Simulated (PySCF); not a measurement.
**Name the molecule from its bond curve**

A diatomic of charge 0 contains Ru. Its quintet curve at PBE0 in a triple-zeta basis (scalar-relativistic core potentials, PySCF), in eV from the separated fragments:

```
R (Å)  E (eV)
1.781  -2.486
1.864  -3.363
1.947  -3.844
2.009  -4.013
2.071  -4.058
2.133  -4.010
2.216  -3.839
2.320  -3.513
2.444  -3.028
2.610  -2.330
```

The fit gives ωe = 524 cm⁻¹ and the rotational constant Bₑ = 0.1621 cm⁻¹.

Problem. Which atom is the partner?

Solution. The minimum lies at 2.067 Å, so the reduced mass is 16.8576 u Å² cm⁻¹/(Bₑ·Re²) = 24.34 u. With Ru at 101.90 u the partner weighs about 32.0 u: S. The molecule is RuS.

Spin–orbit coupling is left out. The state is the lowest single determinant that the PBE0 search found; with open d or f shells the true ground state can be another one.
